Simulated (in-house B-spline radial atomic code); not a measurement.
# RPA and G0W0 on SCAN: Ge³⁺

Configuration [Ar] 3d10 4s1, highest spin, mean-field start SCAN. Computed with a B-spline radial code for spherical atoms: all electrons, non-relativistic, point nucleus, each spin shell either full or empty, empty states to l = 9 with an (l + 1/2)⁻⁴ tail; G0W0 by contour deformation at full frequency.

Command:
```bash
python run_gw.py task.json out
```
Settings (radii: box in bohr, nucleus in fm):
```
Z                        32
electrons                29
configuration            [Ar] 3d10 4s1
hamiltonian              nr
method                   scan,scan
lmax                     9
spin_polarised           True
box_radius               14.14
intervals                51
ion_configuration        [Ar] 3d10
```

Cost of the run: 5.8 s on 1 thread of Arm Neoverse N1, with other jobs on the host.

Energies (hartree):

| term | value |
| --- | --- |
| mean-field total | -2075.02286 |
| Hartree-Fock functional on these orbitals | -2073.34579 |
| direct second order | -2.5296 |
| second-order exchange | 0.73708 |
| SOSEX correction | 0.66989 |

Question: What is the RPA correlation energy, and what remains with SOSEX?

Answer: RPA gives -2.1547 hartree (-2.02 eV per electron); RPA + SOSEX gives -1.4848, and the second-order doubles -1.7926 hartree (no singles). RPA lacks exchange-type terms and so overcorrelates at short range.

Quasi-particle levels (eV):

| level | occupied | mean field | Σx - vxc | Σc | QP weight | G0W0 |
| --- | --- | --- | --- | --- | --- | --- |
| 4s up | yes | -41.06 | -3.23 | ? | ? | ? |
| 3d down | yes | -64.25 | -14.33 | 3.35 | 0.912 | -75.23 |
| 3d up | yes | -64.55 | -14.13 | 3.26 | 0.907 | -75.41 |
| 4s down | no | -37.76 | 6.62 | -2.47 | 0.944 | -33.62 |

G0W0 = mean field + (Σx - vxc) + Σc, with Σc (partial-wave tail included) taken at the quasi-particle energy. Only the outer levels were computed. Levels of low weight are left out.

Question: Where does G0W0 put 4s up?

Answer: At -45.94 eV, with Σc = -1.65 eV and a quasi-particle weight of 0.966. The tabulated removal energy is 45.715 ± 0.0012 eV (NIST, measured); the calculation leaves out relativity, Breit and QED terms, and what these don't explain is the method's own error.

Question: What does it cost to remove one electron (to [Ar] 3d10) by differences of total energies, each species on its own start (correlation terms add to the Hartree-Fock functional)?

Answer: SCAN 45.77 eV, Hartree-Fock functional 43.84 eV, + RPA 45.64 eV, + RPA + SOSEX 44.89 eV, + second order 45.50 eV. Tabulated: 45.715 ± 0.0012 eV (NIST, measured); the calculation leaves out relativity, Breit and QED terms, and what these don't explain is the method's own error.
